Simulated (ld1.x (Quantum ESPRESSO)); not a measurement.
Tc (Z = 43), ultrasoft: configuration errors across variants

```
Element                 : technetium (Tc)
Generator               : ld1.x (Quantum ESPRESSO) 7.5
Type                    : ultrasoft
Functional              : BP86
Relativity              : scalar-relativistic
Frozen core             : [Ar] 3d10 4s2
Valence charge          : 13
Reference configuration : 4p6 4d5 5s2 5p0
Partial waves           : 5s (bound): rcut 2.25, rcutus 3.05 bohr; 5s channel at 2.8 Ry: rcut 2.25, rcutus 3.05 bohr; 4p (bound): rcut 1.65, rcutus 1.95 bohr; 5p (bound, empty): rcut 1.65, rcutus 1.95 bohr; 4d (bound): rcut 1.25, rcutus 1.50 bohr; 4d channel at 2.4 Ry: rcut 1.25, rcutus 1.50 bohr
Local potential         : all-electron potential smoothed inside 1.95 bohr (lloc = -2)
Core correction         : Bessel-smoothed model core, default radius (core density twice the valence density)
Augmentation charge     : PSQ, inside the norm-conserving radii
```

All-electron excitation energies from the reference (eV): (1) 4p6 4d5 5s1 5p0 8.347; (2) 4p6 4d5 5s0 5p0 23.357; (3) 4p6 4d4 5s0 5p0 52.153.

The default core radius of the base comes out at 0.72 bohr.

Errors AE − PS in meV (a dash: test not solved or not reliable):

| change | (1) | (2) | (3) | bound ghosts |
| --- | --- | --- | --- | --- |
| base | -2.0 | -11 | -21 | none |
| core correction none | 0.0 | -3.3 | +4.5 | none |
| core correction Bessel-smoothed model core inside 0.62 bohr | -2.0 | -11 | -22 | none |
| core correction Bessel-smoothed model core inside 0.78 bohr | -2.0 | -11 | -21 | none |
| core correction Bessel-smoothed model core inside 0.90 bohr | -1.9 | -11 | -21 | none |
| core correction Bessel-smoothed model core inside 1.02 bohr | -1.8 | -11 | -20 | none |
| core correction Bessel-smoothed model core inside 1.18 bohr | -1.8 | -10 | -20 | none |
| core correction Bessel-smoothed model core inside 1.38 bohr | -1.7 | -10 | -19 | none |
| core correction Bessel-smoothed model core inside 1.50 bohr | -1.7 | -10 | -19 | none |
| core correction Bessel-smoothed model core inside 1.66 bohr | -1.5 | -9.8 | -18 | none |

Question: Give the same row for: core correction Bessel-smoothed model core inside 1.76 bohr.

Answer: -1.5, -9.4, -17; bound ghosts: none.
